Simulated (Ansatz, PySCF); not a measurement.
Lewis adduct: BH3 (SMILES B) (first 4 atoms) with H2O (SMILES O); geometry from B3LYP-D3(BJ)/def2-TZVP, rigid monomers moved along the line of their centres of mass till B1···O5 is 2.42 Å.
(charge 0, multiplicity 1):
| atom | x (Å) | y (Å) | z (Å) |
|---|---|---|---|
| B | 0.2106 | 0.2493 | 0.7896 |
| H | 0.6172 | -0.7672 | 0.2870 |
| H | -0.8529 | 0.6372 | 0.3940 |
| H | 1.0372 | 1.0909 | 1.0056 |
| O | -0.3443 | -0.4656 | 3.0350 |
| H | -0.9991 | -1.1748 | 2.9908 |
| H | 0.4451 | -0.8282 | 3.4581 |

Counterpoise-corrected where a basis set is named; no monomer relaxation.

Correlated levels freeze the cores. CBS: X⁻³ extrapolation of the correlation energy, Hartree–Fock from the larger set.

Programs: Ansatz (Gaussian basis) for Hartree–Fock, density functionals and correlated methods; PySCF for the dispersion terms. Each number belongs to the level named beside it.

The comparison value is -44.0 kJ/mol (CCSD(T)/CBS(aug-cc-pVDZ, aug-cc-pVTZ)). It is a level with limits of its own, not the exact answer.

Order these levels by how close they come to the comparison value for the interaction energy, closest first: CCSD(T)/aug-cc-pVDZ, PBE/def2-TZVPPD, r2SCAN-D4/def2-TZVPPD, r2SCAN/def2-TZVPPD. Give each level's value less the comparison value.

CCSD(T)/aug-cc-pVDZ (1.8 kJ/mol), PBE/def2-TZVPPD (-5.2 kJ/mol), r2SCAN/def2-TZVPPD (-6.9 kJ/mol), r2SCAN-D4/def2-TZVPPD (-7.6 kJ/mol)

Ansatz is a first-principles code.
